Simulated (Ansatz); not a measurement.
Frontier orbitals of H4SeSn, SMILES `[SeH][SnH3]`.

| atom | x (Å) | y (Å) | z (Å) |
| --- | --- | --- | --- |
| Se1 | -0.155 | 1.890 | -0.488 |
| Sn2 | 0.279 | -0.567 | -0.050 |
| H3 | -1.282 | 1.919 | 0.454 |
| H4 | 1.602 | -0.963 | -1.044 |
| H5 | -1.100 | -1.478 | -0.469 |
| H6 | 0.656 | -0.800 | 1.597 |

Charge 0, multiplicity 1. Correlated methods include outer-core shells of Se, Sn, which these sets cover unevenly. Scalar relativity is left out up to krypton. Sn: def2 effective core potential. All single points use the PBE0-D4/def2-TZVP geometry. Basis def2-TZVPP, the Gaussian-basis code of Ansatz.

```
functional  HOMO (eV)  LUMO (eV)  gap (eV)
       PBE      -5.79      -1.60      4.19
      BLYP      -5.63      -1.55      4.08
    r2SCAN      -6.06      -1.32      4.74
      PBE0      -6.93      -0.79      6.14
   r2SCANh      -6.48      -1.03      5.45
   r2SCAN0      -7.10      -0.62      6.48
 CAM-B3LYP      -8.20       0.09      8.29
   ωB97M-V      -9.08       0.83      9.91
        HF      -9.50       1.97     11.47
```

A quarter of exact exchange (PBE0) shifts PBE's HOMO by −1.14 eV and its LUMO by +0.81 eV; full exchange at long range (ωB97M-V) shifts them by −3.29 and +2.43 eV. The gap opens from 4.19 to 9.90 eV, since occupied levels lose self-interaction and empty ones feel all the electrons. A positive LUMO is unbound and depends on the basis.
